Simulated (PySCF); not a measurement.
## Where the electron goes

Species: C₄H₉FSSi.
Z-matrix (Å and degrees, GFN2-xTB geometry), rows numbered from 1:
```
C 
C   1  1.5242
Si  2  1.9060  1  114.58
S   3  2.1455  2   96.87  1  -144.83
C   4  1.8237  3   94.06  2    -4.56
C   5  1.5211  4  109.55  3    30.57
F   6  1.3840  2  110.30  1   -67.93
H   1  1.0873  2  110.34  3   -61.63
H   1  1.0887  2  110.41  3   178.44
H   1  1.0881  2  110.80  3    58.43
H   2  1.0959  1  108.24  3   122.56
H   3  1.4571  2  112.79  1   -30.99
H   3  1.4575  2  112.25  1    98.66
H   5  1.0885  4  107.61  3   152.21
H   5  1.0905  4  108.72  3   -89.83
H   6  1.0979  2  110.84  1    48.96
```

Computed, not measured: PySCF, TDDFT CAM-B3LYP/def2-SVPD, vertical, gas phase, core orbitals frozen in the response.

Kohn–Sham orbitals with the atoms that hold most of them (Löwdin shares over 4%, at most four atoms; ? is withheld):

| orbital | ε (eV) | atoms |
| --- | --- | --- |
| LUMO+2 | 1.23 | Si3 30%, S4 24%, H13 9%, H12 7% |
| LUMO+1 | 1.02 | S4 39%, Si3 20%, C5 6%, H13 5% |
| LUMO | 0.64 | Si3 26%, S4 26%, H12 8%, H13 8% |
| HOMO | -8.29 | ? |
| HOMO-1 | -9.61 | ? |
| HOMO-2 | -10.62 | S4 18%, Si3 16%, F7 15%, C2 14% |
| HOMO-3 | -11.10 | C2 22%, C6 14%, C1 11%, C5 10% |

Problem. Which atoms hold the HOMO, and with what shares?

Solution. S4 (bonded to C and Si) 70%; C5 (bonded to C, S and 2 H) 11%; Si3 (bonded to C, S and 2 H) 9%.

Problem. Which atoms hold the HOMO-1, and with what shares?

Solution. S4 (bonded to C and Si) 39%; C2 (bonded to 2 C, Si and H) 18%; Si3 (bonded to C, S and 2 H) 15%; C1 (bonded to C and 3 H) 6%. By element: sulfur 39%, carbon 25% or more, silicon 15%.

Problem. How does S1 compare with the orbital gap of 8.93 eV?

Solution. S1 is at 5.53 eV (f = 0.0007), 3.40 eV below the gap, made of HOMO→LUMO (62%), HOMO→LUMO+1 (22%). 

Next come S2 at 5.94 eV (f 0.017), HOMO→LUMO+1 (65%), HOMO→LUMO (26%); S3 at 6.62 eV (f 0.0061), HOMO→LUMO+2 (73%); S4 at 7.07 eV (f 0.034), HOMO→LUMO+3 (50%), HOMO-1→LUMO (32%); S5 at 7.16 eV (f 0.0087), HOMO-1→LUMO (53%), HOMO→LUMO+3 (34%).

Löwdin shares depend on the basis, the more so with diffuse functions.

Hardware: one thread of an Arm Neoverse N1, shared host with 64 logical CPUs at a one-minute load of 56. Cost: 94 s, 1.0 GiB resident at most.

One conformer stands for the species.
